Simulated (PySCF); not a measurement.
C₄H₈OSi, SMILES C=C/C=C/[SiH2]O.

Geometry optimised at ωB97X-D3(BJ)/def2-SVP. The structure was generated by enumeration; whether it is a known compound was not checked. One conformer was computed; it need not be the lowest.

Level of theory: TDA-PBE/def2-SVPD run with PySCF 2.14.0.

Vertical excitations. 

Computed excitation energies, oscillator strengths and character:
```json
[
 {"state": "S1", "energy (eV)": "5.04", "λ (nm)": "246", "f": "0.035", "main pairs": "HOMO−1→LUMO 94 %"},
 {"state": "S2", "energy (eV)": "5.29", "λ (nm)": "235", "f": "0.107", "main pairs": "HOMO→LUMO+1 85 %"},
 {"state": "S3", "energy (eV)": "5.54", "λ (nm)": "224", "f": "0.327", "main pairs": "HOMO−2→LUMO 59 %, HOMO→LUMO 23 %, HOMO→LUMO+1 10 %"},
 {"state": "S4", "energy (eV)": "5.90", "λ (nm)": "210", "f": "0.581", "main pairs": "HOMO→LUMO 44 %, HOMO−2→LUMO 31 %"},
 {"state": "S5", "energy (eV)": "6.11", "λ (nm)": "203", "f": "0.001", "main pairs": "HOMO−3→LUMO 65 %, HOMO→LUMO+2 30 %"},
 {"state": "S6", "energy (eV)": "6.25", "λ (nm)": "198", "f": "0.065", "main pairs": "HOMO−4→LUMO 71 %, HOMO→LUMO+2 19 %"},
 {"state": "S7", "energy (eV)": "6.36", "λ (nm)": "195", "f": "0.000", "main pairs": "HOMO→LUMO+3 100 %"},
 {"state": "S8", "energy (eV)": "6.52", "λ (nm)": "190", "f": "0.010", "main pairs": "HOMO−1→LUMO+1 99 %"},
 {"state": "S9", "energy (eV)": "6.62", "λ (nm)": "187", "f": "0.005", "main pairs": "HOMO→LUMO+4 96 %"},
 {"state": "S10", "energy (eV)": "6.70", "λ (nm)": "185", "f": "0.008", "main pairs": "HOMO→LUMO+5 97 %"},
 {"state": "T1", "energy (eV)": "3.12", "λ (nm)": "398", "f": "0", "main pairs": "HOMO→LUMO 98 %"},
 {"state": "T2", "energy (eV)": "4.78", "λ (nm)": "260", "f": "0", "main pairs": "HOMO−1→LUMO 98 %"},
 {"state": "T3", "energy (eV)": "5.06", "λ (nm)": "245", "f": "0", "main pairs": "HOMO−2→LUMO 32 %, HOMO−3→LUMO 27 %, HOMO→LUMO+2 24 %, HOMO−4→LUMO 13 %"},
 {"state": "T4", "energy (eV)": "5.27", "λ (nm)": "235", "f": "0", "main pairs": "HOMO→LUMO+1 99 %"}
]
```
Triplets are in the Tamm–Dancoff approximation.
